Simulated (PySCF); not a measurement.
SiBr₂Cl, SMILES Cl[Si](Br)Br, multiplicity 2.

The structure is a stationary point at B3LYP-D3(BJ)/def2-SVP.

Level of theory: PySCF with M06-2X/def2-TZVP.

Computed frontier levels, dipole moment and polarisability:
```
Quantity                                                                                                         Value
---------------------------------------------------------------------------------------------  -----------------------
α spin, highest occupied and lowest empty level                                                     -8.04 and -0.14 eV
β spin, highest occupied and lowest empty level                                                     -9.94 and -3.08 eV
dipole moment                                                                                                   0.79 D
quadrupole, principal values (traceless, Buckingham form, about the centre of nuclear charge)   -1.76, -0.38, 2.15 D·Å
mean static polarisability                                                                       77.6 bohr³ (11.50 Å³)
polarisability, principal values                                                                56.7, 82.7, 93.4 bohr³
⟨S²⟩                                                                                           0.753 (pure state 0.75)
```
